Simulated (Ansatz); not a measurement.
Consider the formal exchange of groups at a B–N bond: `CNB[SiH3]` + `[CH3][SnH3]` → `[CH3][SnH2][BH][SiH3]` + CH₃NH₂.

Gas-phase electronic energies from Ansatz, PBE0-D4/def2-TZVP geometries. CBS: MP2 limit from def2 TZ/QZ plus the TZ coupled-cluster correction, frozen cores. Functionals use def2-TZVPP. B3LYP here is the variant with VWN-RPA as its local correlation; programs differ in this. Elements past krypton have def2 core potentials. For Sn outer-core shells are correlated without core-valence functions, which leaves a few kJ/mol of doubt a bond. Each species was taken in one conformer, which may not be the lowest.

(1) Is it downhill or uphill in electronic energy at CCSD(T)/CBS, and by how much? (Best estimate.)

(2) What do these levels give: PBE-D4, PBE0-D4, B3LYP-D4, ωB97X-V, ωB97M-V, B2PLYP, B3LYP, HF/def2-TZVPP, MP2/def2-TZVPP, HF/def2-QZVPP, MP2/def2-QZVPP, MP2/CBS(def2)? (Estimate.)

Largest T1 diagnostic among the species: 0.014.

Results:

(1) Ansatz gave: Uphill: ΔE = +160.5 kJ/mol.

(2) Computed: PBE-D4 169.2, PBE0-D4 167.4, B3LYP-D4 171.8, ωB97X-V 168.8, ωB97M-V 172.5, B2PLYP 173.6, B3LYP 174.9, HF/def2-TZVPP 165.2, MP2/def2-TZVPP 169.0, HF/def2-QZVPP 165.1, MP2/def2-QZVPP 165.4, MP2/CBS(def2) 162.7 kJ/mol.

The D4 term adds −3.1 kJ/mol with B3LYP and −2.0 kJ/mol with PBE0; it sums over pairs of atoms, weighted by their polarisabilities, and B3LYP, whose exchange is more repulsive, gets the larger term.
